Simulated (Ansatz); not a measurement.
# From B to Ga: the atomisation energy (no zero-point term)

Gas-phase molecules, one atom swapped for its congeners: BH(CH3)2(SeH2); AlH(CH3)2(SeH2); GaH(CH3)2(SeH2). All are singlets with charge 0.

Shapes, held fixed at every level: PBE0-D4/def2-TZVP. Flexible molecules stand in one conformer, not always the lowest. Programs: Ansatz 0.2.0. Values in eV.

```json
{"level": "BHLYP-D4/def2-TZVPP", "BH(CH3)2(SeH2)": "45.37", "GaH(CH3)2(SeH2)": "41.52"}
{"level": "r2SCAN0-D4/def2-TZVPP", "BH(CH3)2(SeH2)": "46.00", "GaH(CH3)2(SeH2)": "42.13"}
{"level": "B2PLYP/def2-TZVPP", "BH(CH3)2(SeH2)": "45.68", "GaH(CH3)2(SeH2)": "41.81"}
{"level": "MP2/def2-SVP", "BH(CH3)2(SeH2)": "44.10", "GaH(CH3)2(SeH2)": "40.19"}
{"level": "MP2/def2-TZVPP", "BH(CH3)2(SeH2)": "45.35", "GaH(CH3)2(SeH2)": "41.70"}
{"level": "CCSD/def2-TZVPP", "BH(CH3)2(SeH2)": "44.73", "GaH(CH3)2(SeH2)": "41.30"}
{"level": "CCSD(T)/def2-TZVPP", "BH(CH3)2(SeH2)": "45.23", "GaH(CH3)2(SeH2)": "41.77"}
```

Estimate the column for AlH(CH3)2(SeH2) from its neighbours.

The mean of the neighbours at CCSD(T)/def2-TZVPP is 43.50 eV, against 42.48 from the run: the member lies nearer Ga. All rows: BHLYP-D4/def2-TZVPP 42.54; r2SCAN0-D4/def2-TZVPP 43.06; B2PLYP/def2-TZVPP 42.76; MP2/def2-SVP 41.00; MP2/def2-TZVPP 42.39; CCSD/def2-TZVPP 42.02; CCSD(T)/def2-TZVPP 42.48 eV. At CCSD(T)/def2-TZVPP the atomisation energy falls at every step, from 45.23 to 41.77 eV. Every level shows the same order. Relativity is left out for Ga, Se. Outer-core shells of Ga, Se are correlated, in sets that cover them unevenly. Spin-orbit coupling, which grows down the group, is left out (summed over each molecule's free atoms 0.13, 0.13, 0.19 eV). Coupled cluster in double- or triple-zeta sets underbinds by a few per cent against its basis-set limit. CCSD also lacks the triples, which bind further.
